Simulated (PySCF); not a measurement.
CH2F3Ga, SMILES F[C](F)(F)[GaH2].

Geometry optimised at PBE0-D3(BJ)/def2-SVP. The structure was generated by enumeration; whether it is a known compound was not checked.

Computed with TDDFT-LC-ωPBE/def2-SVPD (PySCF).

Vertical excitations. Gas-phase values at a fixed geometry. State labels are in the subgroup Cs.

Computed lowest excited states:
```json
[
 {"state": "S1", "symmetry": "A'", "energy (eV)": "5.48", "λ (nm)": "226", "f": "0.002", "main pairs": "HOMO→LUMO 96 %"},
 {"state": "S2", "symmetry": "A\"", "energy (eV)": "5.73", "λ (nm)": "216", "f": "0.000", "main pairs": "HOMO−1→LUMO 98 %"},
 {"state": "S3", "symmetry": "A\"", "energy (eV)": "8.90", "λ (nm)": "139", "f": "0.094", "main pairs": "HOMO−1→LUMO+2 55 %, HOMO−1→LUMO+1 29 %"},
 {"state": "S4", "symmetry": "A'", "energy (eV)": "9.00", "λ (nm)": "138", "f": "0.134", "main pairs": "HOMO→LUMO+2 66 %, HOMO→LUMO+3 16 %"},
 {"state": "S5", "symmetry": "A'", "energy (eV)": "9.01", "λ (nm)": "138", "f": "0.155", "main pairs": "HOMO→LUMO+1 61 %, HOMO→LUMO+3 32 %"},
 {"state": "S6", "symmetry": "A\"", "energy (eV)": "9.18", "λ (nm)": "135", "f": "0.216", "main pairs": "HOMO−1→LUMO+1 34 %, HOMO−1→LUMO+3 28 %, HOMO→LUMO+4 20 %"},
 {"state": "S7", "symmetry": "A\"", "energy (eV)": "9.53", "λ (nm)": "130", "f": "0.024", "main pairs": "HOMO−2→LUMO 44 %, HOMO−1→LUMO+2 17 %, HOMO→LUMO+4 16 %, HOMO−1→LUMO+1 12 %"},
 {"state": "S8", "symmetry": "A'", "energy (eV)": "9.58", "λ (nm)": "129", "f": "0.195", "main pairs": "HOMO→LUMO+3 46 %, HOMO→LUMO+1 24 %, HOMO→LUMO+2 20 %"},
 {"state": "S9", "symmetry": "A\"", "energy (eV)": "9.64", "λ (nm)": "129", "f": "0.025", "main pairs": "HOMO−2→LUMO 49 %, HOMO→LUMO+4 13 %, HOMO−1→LUMO+2 13 %, HOMO−1→LUMO+1 12 %"},
 {"state": "S10", "symmetry": "A\"", "energy (eV)": "10.12", "λ (nm)": "122", "f": "0.039", "main pairs": "HOMO−3→LUMO 84 %"},
 {"state": "T1", "symmetry": "A'", "energy (eV)": "4.96", "λ (nm)": "250", "f": "0", "main pairs": "HOMO→LUMO 93 %"},
 {"state": "T2", "symmetry": "A\"", "energy (eV)": "5.11", "λ (nm)": "242", "f": "0", "main pairs": "HOMO−1→LUMO 96 %"},
 {"state": "T3", "symmetry": "A'", "energy (eV)": "7.48", "λ (nm)": "166", "f": "0", "main pairs": "HOMO→LUMO+2 51 %, HOMO→LUMO+3 19 %, HOMO→LUMO+10 13 %"},
 {"state": "T4", "symmetry": "A\"", "energy (eV)": "7.50", "λ (nm)": "165", "f": "0", "main pairs": "HOMO−1→LUMO+3 56 %, HOMO−1→LUMO+2 13 %"}
]
```
Triplets are in the Tamm–Dancoff approximation, which puts them higher than full response would, so one can lie above its singlet here.
